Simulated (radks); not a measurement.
The numbers below are computed, except where a source is named.
Initial-state core-level shifts of neutral tantalum when its valence configuration changes from [Xe] 4f14 5d3 6s2. Level of theory: scalar-relativistic Kohn-Sham, PBEsol, spin-polarised, spherical densities, finite nucleus; open shells are filled with parallel spins first (spin-orbit coupling, left out, can overturn this in heavy ions); Fermi nuclear charge, rms radius 5.3507 fm (a radial shooting solver on a logarithmic mesh with Libxc functionals). Shifts are changes of the shell-averaged eigenvalues in eV (positive: less bound); the change of the density at the nucleus, which sets a Mossbauer isomer shift, is in e/bohr^3, on a base of 1.393e+06.

valence,1s,3p,4s,4d,density at nucleus
4f13 5d4 6s2,-8.729,-10.732,-9.857,-9.188,+76.2
4f14 5d3 6s1 6p1,-1.284,-1.279,-1.283,-1.283,-56.2
4f14 5d2 6s2 6p1,-3.757,-3.808,-3.811,-3.825,+27.6
4f13 5d3 6s2 6p1,-12.791,-14.851,-13.971,-13.311,+106.7
4f13.5 5d3 6s2 6p0.5,-6.223,-7.220,-6.817,-6.500,+51.7
4f12 5d3 6s2 6p2,-26.809,-31.185,-29.108,-27.687,+225.7
4f14 5d2 6s1 6p2,-4.915,-4.963,-4.971,-4.985,-42.4
4f14 5d4 6s1,+2.006,+2.061,+2.064,+2.075,-67.2
4f14 5d3 6p2,-2.712,-2.689,-2.698,-2.695,-131.2
